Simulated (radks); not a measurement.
The numbers below are computed, except where a source is named.
Pt+, configuration [Xe] 4f14 5d9.

Level of theory: Dirac Kohn-Sham, B86b exchange with PBE correlation, spin-unpolarised, spherical densities, point nucleus; open shells fill j = l - 1/2 first (a radial shooting solver on a logarithmic mesh with Libxc functionals).

Energy parts (eV):
total: -501989.62
kinetic: 574575.64
electron-nucleus: -1261804.34
Hartree: 194990.99
exchange-correlation: -9751.91

Orbitals (lengths in bohr, moments of r in powers of bohr):
orbital  occ.  eigenvalue (eV)      <r>
1s1/2       2        -78329.18  0.01714
2s1/2       2        -13755.83  0.07168
2p1/2       2        -13182.33  0.05906
2p3/2       4        -11452.82  0.06749
3s1/2       2        -3237.037   0.1865
3p1/2       2        -2980.082   0.1768
3p3/2       4        -2599.883   0.1923
3d3/2       4        -2172.940   0.1676
3d5/2       6        -2091.019   0.1723
4s1/2       2        -701.9805   0.4149
4p1/2       2        -593.0217   0.4179
4p3/2       4        -502.4945   0.4517
4d3/2       4        -324.2917   0.4617
4d5/2       6        -307.4611   0.4729
5s1/2       2        -109.7336   0.9540
4f5/2       6         -79.9050   0.5126
4f7/2       8         -76.4520   0.5200
5p1/2       2         -75.0776    1.036
5p3/2       4         -60.1985    1.136
5d3/2       4         -15.1172    1.607
5d5/2       5         -13.7502    1.679

The highest occupied level is 5d5/2 at -13.750 eV. The density falls to 0.001 e/bohr^3 at r = 3.85 bohr. Summed over all electrons, <r^2> = 49.01 bohr^2, which gives a Langevin (diamagnetic) susceptibility term of -38.8 x 10^-6 cm^3/mol. For comparison, the ionisation energy in NIST's Atomic Spectra Database is 18.6 eV (measured). In exact Kohn-Sham theory the highest level is minus the ionisation energy, but local and semilocal functionals leave it too shallow, through self-interaction and a potential that decays too fast; potentials with the right tail come closer.

Beside tabulated values, note that spin-unpolarised runs miss the spin-polarisation part of the exchange energy of open shells.
